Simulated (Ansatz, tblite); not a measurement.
Forces on NaLi₃ at its PBE/def2-TZVP geometry. Charge 0, multiplicity 1.

The xTB rows come from tblite. The structure comes from a short search, and lower isomers may exist.

GFN1-xTB (tblite), largest force 0.64 eV/Å:

```xyz
4
positions Å, forces eV/Å
Li    0.630   -1.021   -0.577   -0.436    0.397    0.257
Li   -0.719    0.966    0.568    0.200   -0.541   -0.283
Li   -2.378   -1.463   -0.262    0.409    0.252    0.045
Na    2.467    1.518    0.272   -0.174   -0.107   -0.019
```

GFN2-xTB (tblite), largest force 0.58 eV/Å:

```
Li -0.330 0.173 0.136
Li 0.030 -0.358 -0.170
Li 0.495 0.304 0.055
Na -0.195 -0.120 -0.021
```

PBE/def2-TZVP (Ansatz), largest force 0.01 eV/Å:

```
Li 0.005 -0.002 -0.002
Li 0.000 0.005 0.002
Li -0.002 -0.001 0.000
Na -0.003 -0.002 0.000
```
